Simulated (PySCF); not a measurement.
(H2Al-mu-Cl)2.
Bonds: Al1–Cl4, Al1–Cl8, Cl4–Al5, Al5–Cl8. Hydrogens: H2, H3 on Al1; H6, H7 on Al5.

Theory: PBE0-D3(BJ)/def2-SVP geometry optimisation, gas phase in PySCF.

**Question.** How far are the bound atoms from Al1?

**Answer.** 4 atoms: H2 1.576 Å, H3 1.576 Å, Cl8 2.319 Å, Cl4 2.319 Å. The nearest atom not counted as bound is Al5, at 3.29 Å.

**Question.** List the angles at Al1.

**Answer.** 
| angle | degrees | distance of the outer atoms (Å) |
| --- | --- | --- |
| H2–Al1–H3 | 128.0 | 2.83 |
| H2–Al1–Cl4 | 108.2 | 3.19 |
| H3–Al1–Cl8 | 108.2 | 3.19 |
| H2–Al1–Cl8 | 108.0 | 3.18 |
| H3–Al1–Cl4 | 108.0 | 3.18 |
| Cl4–Al1–Cl8 | 89.7 | 3.27 |

**Question.** Describe the arrangement about Al1 in numbers.

**Answer.** Angles from 89.7° to 128.0°; τ4 = (360° − α − β)/141° = 0.88 with α and β the two widest (0 for a square, 1 for a tetrahedron).

**Question.** Give some angles away from the centre.

**Answer.** Al1–Cl4–Al5 90.3°.

**Question.** What are the rotational constants (commonest isotopes, rigid rotor)?

**Answer.** A = 2873, B = 2589, C = 1424 MHz: an asymmetric top.

Point group: D2h (every atom within 0.08 Å of its image). Charge 0, singlet. Stationary, but not proved a minimum.

Hardware: one thread, x86-64 server, no GPU, on a shared host. Cost: 26 s. These figures are those of the optimisation.

One conformer stands for the species.
